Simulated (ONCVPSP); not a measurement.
**Before and after: ONCV potential for V (Z = 23)**

ONCVPSP 4.0.1 input, shortened (lines: element, Z, core and valence counts, functional; n l f; lmax; l rc ep ncon nbas qcut; lloc lpopt rc5 dvloc0; l nproj debl; icmod fcfact rcfact), BLYP, scalar-relativistic:

```
  V 23.00    4    3  -106131      upf
    1    0    2.00
    2    0    2.00
    2    1    6.00
    3    0    2.00
    3    1    6.00
    3    2    3.00
    4    0    2.00
    2
    0    2.45    0.00    4    7    3.20
    1    1.20    0.00    4    8   13.70
    2    1.60    0.00    4    8   11.70
    4    4    1.05    1.00
    0    2    1.10
    1    2    3.30
    2    1    3.90
    1    0.20    0.00
```

All-electron outer shells of the reference configuration (BLYP, scalar-relativistic, ld1.x):

```tsv
shell	level (eV)	outermost node (bohr)	outermost maximum (bohr)
3s	-69.94	0.38	0.82
3p	-43.82	0.35	0.84
3d	-5.05	–	0.88
4s	-4.59	1.17	2.72
```

Change: s: qcut 4.1; p: qcut 17.5; d: qcut 15.

Cutoffs: the cutoffs (Ha) at which the residual kinetic energy of the hardest occupied pseudo-wave falls to 1 and 0.1 mHa per electron; they do not see the model core or the augmentation charge, which bear on the density cutoff. Errors are all-electron minus pseudo energies relative to the spin-unpolarised reference configuration.

Problem. What does the change do?

Solution. The potential gets harder (43 Ha and 56 Ha → 66 Ha and 95 Ha); the bound ghosts move from s to p, s; the number of tests with a reliable result goes from 3 to 1.

```tsv
quantity	base	changed
cutoff, loose	43 Ha	66 Ha
cutoff, tight	56 Ha	95 Ha
loose cutoff by channel	s 3.3 Ha, p 41 Ha, d 43 Ha	s 3.3 Ha, p 66 Ha, d 42 Ha
bound ghosts	s	s, p
GHOST(+) flags under 300 eV	none	none
tests with a reliable result	3 of 4	1 of 4
error for 3p6 3d3 4s1, meV [ΔE 7.69 eV]	-6.0	-3.3
s: phases at 2.49 bohr within 0.05 rad from the reference energy up to (Ha; the scan ends near 5)	2.5	2.9
p: phases at 1.22 bohr within 0.05 rad from the reference energy up to (Ha; the scan ends near 5)	to the end of the scan	to the end of the scan
d: phases at 1.63 bohr within 0.05 rad from the reference energy up to (Ha; the scan ends near 5)	1.7	1.7
rms error of d²Exc/dni dnj with the model core, mHa	1.30	1.32
```

 A true bound ghost makes a file unfit for plane-wave use even where its test errors are small: the radial tests pick states by their node count and pass the ghost by.
